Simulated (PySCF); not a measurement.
**Dipole response of Ta²⁺ (tantalum, charge +2)**

[Xe] 4f14 5d3, high-spin 4F determinant. Computed with PySCF 2.14 in x2c-TZVPPall with one added diffuse shell each of s, p, d, f type (12s8p8d4f1g, 113 functions), with the spin-free X2C one-electron Hamiltonian (Gaussian nucleus). Coupled (time-dependent) response in atomic units; α is the mean over directions.

```tsv
method	mean α (bohr³)	C₆ (like pair)	S(−4)
BP86	15.66	89.23	151.4
```

S(−4) is the Cauchy moment in α(ω) = α(0) + S(−4) ω² + …

Spin-orbit coupling is absent.

α(iu) at BP86:

```
u (hartree)  α(iu) (bohr³)
          0          15.66
     0.0500          15.30
      0.100          14.36
      0.200          11.94
      0.300          9.892
      0.500          7.223
      0.750          5.302
       1.00          4.102
       1.50          2.684
       2.00          1.889
       3.00          1.068
       5.00         0.4651
```

A single London oscillator, α(iu) = α/(1 + u²/ω²), gives C₆ = (3/4) ω α². Matching the computed C₆ needs ω = 4 × 89.23 / (3 × 15.66²) = 0.485 hartree.

For an ion, C₆ is the dispersion term alone; charge-induced terms of lower order in 1/R come first.

Spin-orbit coupling, absent here, splits the open shell strongly.
